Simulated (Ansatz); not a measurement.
CH3F3SSi can be A, `FC(F)(F)S[SiH3]`, or B, `CS[Si](F)(F)F`.

Calculated with Ansatz (gas phase, PBE0-D4/def2-TZVP geometries, no zero-point term in ΔE). CCSD(T)/CBS adds triple-zeta CCSD(T) − MP2 to the extrapolated MP2 energy (def2 sets, frozen cores). DFT in def2-TZVPP. B3LYP here is the variant with VWN-RPA as its local correlation; programs differ in this. Each species was taken in one conformer, which may not be the lowest.

A:

```xyz
9

F    -1.7624   -0.6319    0.5341
C    -1.3793   -0.0518   -0.6059
F    -1.4445    1.2672   -0.4112
F    -2.2667   -0.3699   -1.5442
S     0.2556   -0.5982   -1.1547
Si    1.4343    0.0104    0.5406
H     1.3504    1.4751    0.7434
H     2.7999   -0.3929    0.1326
H     1.0128   -0.7080    1.7652
```

B:

Z-matrix (Å, degrees):
```
C
S 1 1.824
H 1 1.089 2 111.0
H 1 1.088 2 111.0 3 -123.5
H 1 1.089 2 105.8 3 118.3
Si 2 2.080 1 98.2 3 61.9
F 6 1.572 2 109.0 1 179.9
F 6 1.577 2 112.8 1 -59.7
F 6 1.578 2 112.8 1 59.5
```

**Question.** Which isomer does CCSD(T)/CBS put lower? Give the gap. (An estimate is asked.)

**Answer.** Ansatz gave: B, by 627.6 kJ/mol.

**Question.** Give E(B) − E(A) in kJ/mol with BLYP-D4, HF/def2-TZVPP, PBE-D4, B3LYP, CCSD/def2-TZVPP, ωB97M-V, PBE0-D4. (An estimate is asked.)

**Answer.** The calculation gave: BLYP-D4 -588.4, HF/def2-TZVPP -621.1, PBE-D4 -566.5, B3LYP -600.6, CCSD/def2-TZVPP -618.7, ωB97M-V -599.2, PBE0-D4 -585.0. None reverses the order clearly.

**Question.** Does the order hold for the free energy at 298.15 K (harmonic terms from PBE0-D4)? (Estimate.)

**Answer.** Computed: Yes: G(B) − G(A) = -605.6 kJ/mol, for one conformer each. Modes under 60 cm⁻¹, often nearly free rotors, make the harmonic entropy too high.

Largest T1 diagnostic: 0.012.

From PBE to PBE0 (25 % exact exchange), in def2-TZVPP and without D4, E(B) − E(A) moves by −18.7 kJ/mol. Leaving LDA and LC-ωPBE aside and taking each functional with its dispersion term where it has one, the values, not all of them listed here, spread over 53.8 kJ/mol, from BHLYP-D4 to PBE-D4. LDA lies +12.6 kJ/mol from PBE without D4.
